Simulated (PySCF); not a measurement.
**Name the molecule from its bond curve**

A diatomic of charge 0 contains Zn. Its doublet curve at PBE0 in a double-zeta basis (no relativity, PySCF), in eV from the separated fragments:

```csv
R (Å),E (eV)
2.435,-0.147
2.548,-0.270
2.661,-0.335
2.746,-0.357
2.831,-0.362
2.916,-0.355
3.029,-0.334
3.171,-0.297
3.341,-0.249
3.567,-0.189
```

The fit gives ωe = 165 cm⁻¹ and the rotational constant Bₑ = 0.1255 cm⁻¹.

Question: Which atom is the partner?

Answer: The minimum lies at 2.819 Å, so the reduced mass is 16.8576 u Å² cm⁻¹/(Bₑ·Re²) = 16.90 u. With Zn at 63.93 u the partner weighs about 23.0 u: Na. The molecule is NaZn.

The state is the lowest determinant that a PBE0 search found; another state may lie lower at other levels.
